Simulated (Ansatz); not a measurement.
# Redistribution: H2Te + C2H8SiTe → SiH3(TeH) + C2H6Te

Species: H2Te (hydrogen telluride) `[TeH2]`, singlet; C2H8SiTe `CC[Te][SiH3]`, singlet; SiH3(TeH), singlet; C2H6Te `CC[TeH]`, singlet. The partners trade H for SiH3; both sit on Te, so the bond types are kept.

Shapes, held fixed at every level: PBE0-D4/def2-TZVP. Flexible molecules stand in one conformer, not always the lowest. Programs: Ansatz 0.2.0. The zero-point and thermal change to 298 K, harmonic and unscaled (PBE0-D4/def2-TZVP), is +0.4 kJ/mol.

```json
{"level": "PBE-D4/def2-TZVPP", "kind": "GGA", "ΔH(298 K) (kJ/mol)": "+2.1", "less CCSD(T)/def2-TZVPP": "+0.5"}
{"level": "B3LYP-D4/def2-TZVPP", "kind": "global hybrid", "ΔH(298 K) (kJ/mol)": "+1.7", "less CCSD(T)/def2-TZVPP": "+0.1"}
{"level": "r2SCAN0-D4/def2-TZVPP", "kind": "global hybrid", "ΔH(298 K) (kJ/mol)": "+0.8", "less CCSD(T)/def2-TZVPP": "-0.8"}
{"level": "MP2/def2-SVP", "kind": "perturbation theory", "ΔH(298 K) (kJ/mol)": "+2.9", "less CCSD(T)/def2-TZVPP": "+1.3"}
{"level": "CCSD(T)/def2-SVP", "kind": "coupled cluster or CI", "ΔH(298 K) (kJ/mol)": "+2.5", "less CCSD(T)/def2-TZVPP": "+0.9"}
{"level": "CCSD/def2-SVP", "kind": "coupled cluster or CI", "ΔH(298 K) (kJ/mol)": "+1.7", "less CCSD(T)/def2-TZVPP": "+0.1"}
{"level": "CCSD/def2-TZVPP", "kind": "coupled cluster or CI", "ΔH(298 K) (kJ/mol)": "+0.6", "less CCSD(T)/def2-TZVPP": "-1.0"}
{"level": "CCSD(T)/def2-TZVPP", "kind": "coupled cluster or CI", "ΔH(298 K) (kJ/mol)": "+1.6", "less CCSD(T)/def2-TZVPP": "0.0"}
```

The highest level, CCSD(T)/def2-TZVPP, gives ΔH(298 K) = +1.6 kJ/mol; the levels span +0.6 to +2.9. That is about zero within the method's error. The column of differences is taken from that level and isn't an error. No measured value is set beside it here. For atoms past krypton def2 sets carry core potentials with scalar relativity. Outer-core shells of Te are correlated, in sets that cover them unevenly.
